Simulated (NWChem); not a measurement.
System meant: CH10FNSi3; SMILES [SiH3][Si@@H]([C@@H]([SiH3])N)F

The following NWChem deck was run.

```
start job
memory heap 200 mb stack 900 mb global 1100 mb
geometry units angstroms noautoz
  N     -1.828544    -0.644096     0.153063
  C     -0.442430    -0.864595    -0.357766
  Si     0.221328    -2.630462    -0.112877
  Si     0.493629     0.562893     0.466500
  F      2.075949     0.501105     0.078293
  Si    -0.454342     2.618001    -0.171716
  H     -1.934705    -1.032886     1.088425
  H     -2.519108    -1.102728    -0.438091
  H     -0.451766    -0.646013    -1.433969
  H      1.598638    -2.806737    -0.649199
  H      0.218844    -2.946885     1.343250
  H     -0.689205    -3.602104    -0.785924
  H      0.401855     0.367721     1.944731
  H     -0.941701     2.555833    -1.578852
  H     -1.595579     2.972978     0.714443
  H      0.555337     3.711761    -0.082469
end
basis spherical
  N library def2-svp
  C library def2-svp
  Si library def2-svp
  F library def2-svp
  H library def2-svp
end
dft
  odft
  mult 2
  xc b3lyp
  iterations 150
  mulliken
end
task dft energy
```

End of the output:

```
 Summary of "ao basis" -> "" (spherical)
 ------------------------------------------------------------------------------
       Tag                 Description            Shells   Functions and Types
 ---------------- ------------------------------  ------  ---------------------
 N                          def2-svp                 6       14   3s2p1d
 C                          def2-svp                 6       14   3s2p1d
 Si                         def2-svp                 8       18   4s3p1d
 F                          def2-svp                 6       14   3s2p1d
 H                          def2-svp                 3        5   2s1p

                                 NWChem DFT Module
                                 -----------------

 Summary of "ao basis" -> "ao basis" (spherical)
 ------------------------------------------------------------------------------
       Tag                 Description            Shells   Functions and Types
 ---------------- ------------------------------  ------  ---------------------
 N                          def2-svp                 6       14   3s2p1d
 C                          def2-svp                 6       14   3s2p1d
 Si                         def2-svp                 8       18   4s3p1d
 F                          def2-svp                 6       14   3s2p1d
 H                          def2-svp                 3        5   2s1p

  number of electrons :                   74
  multiplicity        :                    2
 ------------------------------------------------------------------------
  no. of electrons and multiplicity not compatible                  74
 ------------------------------------------------------------------------
 ------------------------------------------------------------------------
  current input line :
    35: task dft energy
 ------------------------------------------------------------------------
 ------------------------------------------------------------------------
 There is an error in the input file
 ------------------------------------------------------------------------
 For more information see the NWChem manual at https://nwchemgit.github.io

0: no. of electrons and multiplicity not compatible:Received an Error in Communication
```

Problem. Can this run be used? If not, why, and what is the fix?

Solution. The program refused the input. Cause: the multiplicity doesn't fit the number of electrons (an even count wants an odd multiplicity, and the reverse). This input runs:
```
start job
memory heap 200 mb stack 900 mb global 1100 mb
geometry units angstroms noautoz
  N     -1.828544    -0.644096     0.153063
  C     -0.442430    -0.864595    -0.357766
  Si     0.221328    -2.630462    -0.112877
  Si     0.493629     0.562893     0.466500
  F      2.075949     0.501105     0.078293
  Si    -0.454342     2.618001    -0.171716
  H     -1.934705    -1.032886     1.088425
  H     -2.519108    -1.102728    -0.438091
  H     -0.451766    -0.646013    -1.433969
  H      1.598638    -2.806737    -0.649199
  H      0.218844    -2.946885     1.343250
  H     -0.689205    -3.602104    -0.785924
  H      0.401855     0.367721     1.944731
  H     -0.941701     2.555833    -1.578852
  H     -1.595579     2.972978     0.714443
  H      0.555337     3.711761    -0.082469
end
basis spherical
  N library def2-svp
  C library def2-svp
  Si library def2-svp
  F library def2-svp
  H library def2-svp
end
dft
  xc b3lyp
  iterations 150
  mulliken
end
task dft energy
```
It converges to -1066.86966 Ha (B3LYP/def2-SVP).
